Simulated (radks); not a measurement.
The numbers below are computed, except where a source is named.
Question: The holmium ion Ho+, configuration [Xe] 4f11 6s1. Code: a radial shooting solver on a logarithmic mesh with Libxc functionals. Model: Dirac Kohn-Sham, B86b exchange with PBE correlation, spin-unpolarised, spherical densities, point nucleus; open shells are shared between the two j in proportion to 2j + 1. Some entries of the table are withheld. Estimate them.

orbital,occ.,eigenvalue (eV),r(max) (bohr),<r> (bohr)
1s1/2,2,-55448.60,0.01311,0.02073
2s1/2,2,-9274.694,0.07478,0.08752
2p1/2,2,-8826.869,0.05624,0.07290
2p3/2,4,-7969.726,0.06236,0.08007
3s1/2,2,(1),0.2114,0.2294
3p1/2,2,-1880.716,(2),0.2191
3p3/2,4,-1701.676,(3),0.2326
3d3/2,4,(4),0.1675,0.2053
3d5/2,6,(5),0.1711,0.2095
4s1/2,2,-415.3953,0.4841,0.5187
4p1/2,2,-337.6951,0.4869,0.5285
4p3/2,4,-297.5599,0.5141,0.5595
4d3/2,4,-169.7525,0.5181,0.5901
4d5/2,6,-162.4721,0.5269,0.6012
5s1/2,2,(6),1.136,1.278
5p1/2,2,-35.9991,1.242,1.444
5p3/2,4,-30.9879,1.327,1.552
4f5/2,4.71429,-10.2071,0.5210,0.8391
4f7/2,6.28571,-9.2293,0.5264,0.8599
6s1/2,1,-8.9789,3.193,3.666

Answer: 
(1) 3s1/2 eigenvalue (eV): -2076.457
(2) 3p1/2 r(max) (bohr): 0.1989
(3) 3p3/2 r(max) (bohr): 0.2117
(4) 3d3/2 eigenvalue (eV): -1366.469
(5) 3d5/2 eigenvalue (eV): -1327.359
(6) 5s1/2 eigenvalue (eV): -56.8708
